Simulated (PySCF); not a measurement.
Compound: C4H3F2S (doublet state).
Structure used (GFN2-xTB), in Å, numbered top down from 1:
```
atom  x, y, z in Å
F1     1.6288    1.5453   -0.9280
C2     0.8211    0.6166   -0.4021
C3     1.3126   -0.6186    0.0103
F4     2.5784   -1.0240   -0.0573
S5     0.0828   -1.6553    0.6572
C6    -1.2010   -0.3786    0.3712
C7    -0.5208    0.7958   -0.2297
H8    -1.9635   -0.8094   -0.2836
H9    -1.6708   -0.1517    1.3322
H10   -1.0587    1.6845   -0.4928
```

Identity: `C1(SC[CH]C=1F)F` [radical].

Theory: UKS B3LYP, pcH-1 on C F H S, non-relativistic, mean-field spin-orbit, GIAO in PySCF 2.14.0. Geometry: GFN2-xTB; no solvent, vibrations or thermal averaging. Couplings are sensitive to structure, and on GFN2-xTB geometries they can be far from those on DFT ones. Stability of the SCF solution: not tested.

The largest Mulliken spin populations are on C7 (+0.54), C3 (+0.50), C2 (-0.18) and S5 (+0.12). The positive populations add up to 1.27 and the negative ones to -0.27, together 2S = 1. The angles at C7 add up to 360.0°, so it is planar.

Task: McConnell's relation a(H) = Q·ρ ties the coupling of a proton on a planar π carbon to the spin population of that carbon. What Q do the computed values give?

Result: 
| H | C | ρ(C) | a(H) (G) | a/ρ (G) |
| --- | --- | --- | --- | --- |
| H10 | C7 | +0.538 | -13.04 | -24.2 |

One proton gives one ratio, Q = -24.2 G, and no test of linearity. In McConnell's picture π spin on carbon polarises the C–H bond and leaves opposite spin at the proton, which makes Q negative, as found here.

Couplings in gauss use g_iso = 2.0048.
